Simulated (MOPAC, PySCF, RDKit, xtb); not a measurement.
Complex: HF (SMILES F) (first 2 atoms) with CHN (SMILES C#N); geometry from B3LYP-D3(BJ)/def2-TZVP, rigid monomers moved along the line of their centres of mass till H2···N4 is 3.27 Å.
(charge 0, multiplicity 1):
```
atom    x (Å)    y (Å)    z (Å)
----  -------  -------  -------
F     -0.0481  -0.9930  -0.1373
H      0.0375  -0.4804   0.6439
C      0.4446   1.9380   4.3163
N      0.3382   1.3107   3.3672
H      0.5441   2.5239   5.2029
```

Counterpoise-corrected where a basis set is named; no monomer relaxation. Rows marked so take none. RDKit's UFF carries no charges.

Rows in 6-31G* carry no dispersion term and start afresh at each structure (6-31G* with six Cartesian d functions). The state that PM3 reach isn't checked.

Programs: MOPAC for PM3 (differences of heats of formation); PySCF for 6-31G* rows; RDKit for the force fields; xtb for the GFN methods. 

Q: One of these levels gives -11.2 kJ/mol for the interaction energy. Which?
A. GFN2-xTB
B. PM3
C. HF/6-31G* (no counterpoise)
D. UFF

A: C, HF/6-31G* (no counterpoise). The others give -0.5 (UFF), -5.3 (PM3), -9.4 (GFN2-xTB)
